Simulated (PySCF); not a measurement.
## Electric field gradients and quadrupole coupling constants

Species: C₄H₇NOSi.
Geometry (GFN2-xTB, Å), atoms numbered from 1 in this order:
```xyz
14
C4H7NOSi angstrom
O      3.3414    1.5643   -0.8298
C      3.1992    0.7089    0.0041
C      1.9786    0.0394    0.3060
C      0.9552   -0.5341    0.5889
C     -0.3178   -1.1857    0.8265
N     -1.3740   -0.7112   -0.0376
Si    -2.2675    0.7267    0.2997
H      4.0434    0.3563    0.6325
H     -0.1822   -2.2683    0.6921
H     -0.6154   -1.0069    1.8644
H     -1.1737   -0.9140   -1.0061
H     -1.4905    1.9723    0.2853
H     -2.8013    0.5138    1.6468
H     -3.2960    0.7381   -0.7349
```

Field gradients from the PBE0/pcSseg-1 density (PySCF, non-relativistic), principal values in atomic units, ordered |Vxx| ≤ |Vyy| ≤ |Vzz|:

```
atom     Vxx     Vyy      Vzz
  O1  0.5164  1.6290  -2.1454
  N6  0.2970  0.7786  -1.0756
```

Question: Find the asymmetry η = (Vxx − Vyy)/Vzz and the couplings χ = eQV/h (234.96 MHz × Q in barn × V in au), with Q(17O) = −0.0256 b, Q(14N) = 0.02044 b.

Answer: 
```
atom             environment  nucleus     η  χzz (MHz)  χxx (MHz)  χyy (MHz)
  O1         aldehyde oxygen      17O  0.52      12.90      -3.11      -9.80
  N6  silicon-bound nitrogen      14N  0.45      -5.17       1.43       3.74
```

Question: What is Vzz at O1 in SI units (1 au = 9.71736 × 10²¹ V/m²)?

Answer: -2.1454 au = -20.847 × 10²¹ V/m².

Question: What couplings would deuterons (Q(2H) = 0.00286 b) have in place of the hydrogens, at this geometry?

Answer: 
```
atom  bonded to  bond length (Å)  Vzz (au)     η  χzz (kHz)
  H8         C2            1.110    0.2641  0.03        178
  H9         C5            1.099    0.2851  0.03        192
 H10         C5            1.094    0.2917  0.05        196
 H11         N6            1.010    0.4143  0.19        278
 H12        Si7            1.468    0.1556  0.02        105
 H13        Si7            1.465    0.1601  0.05        108
 H14        Si7            1.459    0.1644  0.04        110
```

One conformer (not necessarily the lowest) at the GFN2-xTB geometry, without solvent, vibrations or thermal averaging. GFN2-xTB bond lengths can be off by several hundredths of an ångström, more for odd bonds, and the gradients follow them. With so small a basis the couplings can be 20 % off.
